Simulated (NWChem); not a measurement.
HO2, doublet; SMILES [O]O

```xyz
3

O      0.0996     0.5969     0.0000
O     -0.0011    -0.6994     0.0000
H     -0.8148     0.9427     0.0000
```
Atoms are numbered in this order, from 1.

Results from NWChem. Spin-unrestricted. In the optimisation the excess spin sits in a" (Cs, its own frame). All runs use the structure optimised with PBE0/def2-SVP, spin-unrestricted. No stability test was run on the SCF state. Principal shifts from the free-electron g value, in parts per thousand; spin-orbit coupling by linear response on scalar ZORA.

What does the run give for BP86/x2c-TZVPall, ZORA? Quantities: Δg1 (ppt); Δg2 (ppt); Δg3 (ppt); isotropic Δg (ppt).


```json
{
  "Δg1 (ppt)": "-0.10",
  "Δg2 (ppt)": "5.75",
  "Δg3 (ppt)": "26.68",
  "isotropic Δg (ppt)": "10.78"
}
```
